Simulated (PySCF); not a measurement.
Electronic absorption of Ti(OiPr)2(OMe)2

Compound: Ti(OiPr)2(OMe)2, C₈H₂₀O₄Ti (singlet state).
Geometry (PBE0-D3(BJ)/def2-SVP, Å), atoms numbered from 1 in this order:
```xyz
33
C8H20O4Ti angstrom
Ti    -0.4313   -0.6341    0.0925
O      0.2145   -0.7754    1.7501
C      0.7793   -0.0588    2.8114
C     -0.2828    0.8067    3.4713
C      1.9683    0.7540    2.3217
H      1.1416   -0.8004    3.5500
H     -0.6645    1.5441    2.7470
H      0.1240    1.3464    4.3402
H     -1.1262    0.1868    3.8092
H      2.6994    0.1003    1.8237
H      1.6344    1.5132    1.5955
H      2.4693    1.2689    3.1556
O      0.8939   -0.8890   -1.0782
C      1.4372   -0.4245   -2.2812
C      1.9789    0.9839   -2.0930
C      0.3996   -0.5034   -3.3905
H      2.2786   -1.0967   -2.5406
H      1.1588    1.6640   -1.8128
H      2.4501    1.3580   -3.0147
H      2.7273    1.0009   -1.2869
H      0.0040   -1.5265   -3.4726
H     -0.4414    0.1745   -3.1704
H      0.8304   -0.2163   -4.3619
O     -1.0623    1.0123   -0.1515
C     -2.1359    1.8460   -0.4122
H     -3.0529    1.2706   -0.6345
H     -1.9214    2.4972   -1.2785
H     -2.3433    2.4981    0.4551
O     -1.7417   -1.7989   -0.1722
C     -2.3901   -3.0170   -0.1954
H     -1.8510   -3.7465   -0.8269
H     -3.4101   -2.9064   -0.6052
H     -2.4791   -3.4440    0.8202
```

Computed, not measured: TDDFT PBE0/def2-SVPD, vertical, gas phase, core orbitals frozen in the response in PySCF 2.14.0, density-fitted response routines.

```tsv
state	E (eV)	ν̃ (cm⁻¹)	f	main configurations (H = HOMO, L = LUMO)
S1	5.20	41950	0.0042	H→L (74%), H→L+1 (9%), H-1→L (8%)
S2	5.27	42470	0.0033	H-1→L (76%), H-1→L+1 (10%)
S3	5.40	43570	0.010	H→L+1 (70%), H-2→L+1 (13%)
S4	5.49	44310	0.015	H-2→L (59%), H-1→L+1 (18%), H→L (8%)
S5	5.57	44910	0.024	H-1→L+1 (61%), H-2→L (18%)
S6	5.65	45580	0.018	H-2→L+1 (76%), H→L+1 (8%)
S7	5.92	47740	0.0001	H-3→L (85%)
S8	6.00	48400	0.0011	H→L+2 (34%), H→L+3 (19%), H-5→L (16%)
S9	6.08	49050	0.0023	H-4→L (50%), H-5→L+1 (14%), H-3→L+1 (12%)
S10	6.12	49340	0.0034	H-5→L (38%), H-3→L+1 (15%), H→L+2 (14%)
S11	6.14	49530	0.0024	H-5→L+1 (23%), H-4→L+1 (22%), H-3→L+1 (10%)
S12	6.18	49870	0.0013	H-1→L+2 (34%), H-5→L+1 (12%), H-1→L+3 (10%)
S13	6.23	50270	0.0017	H-4→L+1 (48%), H-5→L+1 (10%)
S14	6.25	50390	0.0045	H-2→L+2 (21%), H→L+4 (20%), H-2→L+3 (10%)
S15	6.31	50890	0.0095	H→L+4 (22%), H-5→L+1 (11%), H-1→L+5 (10%)
```

Triplets, Tamm–Dancoff:

```json
{"state": "T1", "E (eV)": "4.99", "λ (nm)": "248.5", "main configurations (H = HOMO, L = LUMO)": "H→L (87%)"}
{"state": "T2", "E (eV)": "5.06", "λ (nm)": "244.9", "main configurations (H = HOMO, L = LUMO)": "H-1→L (79%), H→L+1 (8%)"}
{"state": "T3", "E (eV)": "5.15", "λ (nm)": "240.6", "main configurations (H = HOMO, L = LUMO)": "H→L+1 (58%), H-2→L (13%), H-1→L+1 (9%)"}
{"state": "T4", "E (eV)": "5.19", "λ (nm)": "238.8", "main configurations (H = HOMO, L = LUMO)": "H-2→L (45%), H-1→L+1 (22%), H→L+1 (16%)"}
```

The lowest singlet lies at 5.20 eV (238 nm, ultraviolet) and is very weak; its leading configuration is HOMO→LUMO (74%). The strongest level in the table is S5 at 5.57 eV (223 nm, f = 0.024). For S1 the Löwdin share of titanium is at most 5% in HOMO and 74% in LUMO (ligand-to-metal charge transfer by this measure); for S5 the Löwdin share of titanium is at most 8% in HOMO-1 and 74% in LUMO+1 (ligand-to-metal charge transfer by this measure). Weighted by f, the mean energy of these states is 5.70 eV. The listed states span 1.11 eV, and the widest gap between neighbours is 0.27 eV (S6 to S7). The oscillator strengths of these states sum to 0.101; summed over the whole spectrum of an exact calculation they would give the number of electrons, 122 (Thomas–Reiche–Kuhn). Singlets were solved by full linear response, triplets in the Tamm–Dancoff approximation.
